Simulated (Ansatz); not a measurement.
Cost and result for the atomization energy of C$_{3}$H$_{8}$Zn (`CC[CH2][ZnH]`) (12 atoms, 11 bonds).

```xyz
12

C    -0.2010   -0.8174    1.1677
C    -0.8613   -0.2879   -0.0941
C     0.1421    0.2091   -1.1329
Zn    1.3457    1.6282   -0.5242
H     0.3654   -0.0316    1.6812
H    -0.9331   -1.2096    1.8780
H     0.5008   -1.6234    0.9339
H    -1.4842   -1.0827   -0.5247
H    -1.5550    0.5168    0.1740
H     0.7660   -0.6284   -1.4710
H    -0.3808    0.5680   -2.0270
H     2.2954    2.7591   -0.0610
```

The species carries charge 0 and has multiplicity 1. For Zn the d shell is correlated and the shells below it are frozen. Scalar relativity is left out up to krypton. All single points use the PBE0-D4/def2-TZVP geometry. It is one conformer, not always the lowest. Program: Ansatz. All runs use 4 threads of an Arm Neoverse V1 on a shared host. Times are those of one run each, without the atoms' runs, and a repeat can differ threefold. Electronic energies, without spin–orbit coupling; frozen cores. CCSD(T)/CBS adds CCSD(T) − MP2 in def2-TZVPP to the MP2 limit, and its time is that of the two runs behind it. T1 = 0.013. With those shells the extrapolation isn't a true limit. B3LYP takes the VWN-RPA correlation (the form of Gaussian; ORCA's B3LYP/G).

CCSD(T)/CBS is a level of theory with its own doubt, some kJ/mol a heavy atom from the limit and from the frozen cores, so smaller differences don't rank the functionals.

| level | functions | wall time |
| --- | --- | --- |
| PBE-D4/def2-TZVPP (with forces) | 269 | 3.1 s |
| PBE0-D4/def2-TZVPP | 269 | 3.7 s |
| r2SCAN-D4/def2-TZVPP (with forces) | 269 | 6.5 s |
| B3LYP-D4/def2-TZVPP (with forces) | 269 | 6.5 s |
| B2PLYP/def2-TZVPP | 269 | 7 s |
| ωB97X-V/def2-TZVPP | 269 | 9.5 s |
| ωB97M-V/def2-TZVPP (with forces) | 269 | 14 s |
| MP2/def2-QZVPP | 511 | 28 s |
| CCSD(T)/def2-TZVPP | 269 | 4 min |
| CCSD(T)/CBS(def2) | – | 4.5 min |

Q: What atomization energy does each give, and how far from CCSD(T)/CBS? (An estimate is asked.)

A: Ansatz gave: 
| level | atomization (kcal/mol) | difference from CCSD(T)/CBS | per bond |
| --- | --- | --- | --- |
| PBE-D4/def2-TZVPP (with forces) | 1005.1 | 14.1 | 1.3 |
| PBE0-D4/def2-TZVPP | 996.9 | 5.9 | 0.5 |
| r2SCAN-D4/def2-TZVPP (with forces) | 997.1 | 6.1 | 0.6 |
| B3LYP-D4/def2-TZVPP (with forces) | 989.9 | -1.1 | -0.1 |
| B2PLYP/def2-TZVPP | 981.3 | -9.7 | -0.9 |
| ωB97X-V/def2-TZVPP | 995.5 | 4.5 | 0.4 |
| ωB97M-V/def2-TZVPP (with forces) | 994.5 | 3.5 | 0.3 |
| MP2/def2-QZVPP | 991.1 | 0.1 | 0.0 |
| CCSD(T)/def2-TZVPP | 971.9 | -19.1 | -1.7 |
| CCSD(T)/CBS(def2) | 991.0 | 0.0 | 0.0 |

The D4 term adds +8.0 kcal/mol with B3LYP and +4.2 kcal/mol with PBE0; it sums over pairs of atoms, weighted by their polarisabilities, and B3LYP, whose exchange is more repulsive, gets the larger term. In def2-TZVPP, CCSD(T) changes the Hartree–Fock value by +223.6 kcal/mol (the triples alone add +11.0 kcal/mol) and MP2 by +231.4 kcal/mol; breaking electron pairs costs correlation energy, which Hartree–Fock lacks. From PBE to PBE0 (25 % exact exchange), in def2-TZVPP and without D4, the atomization energy moves by −7.3 kcal/mol: exact exchange takes away binding that semilocal exchange gives to molecules.
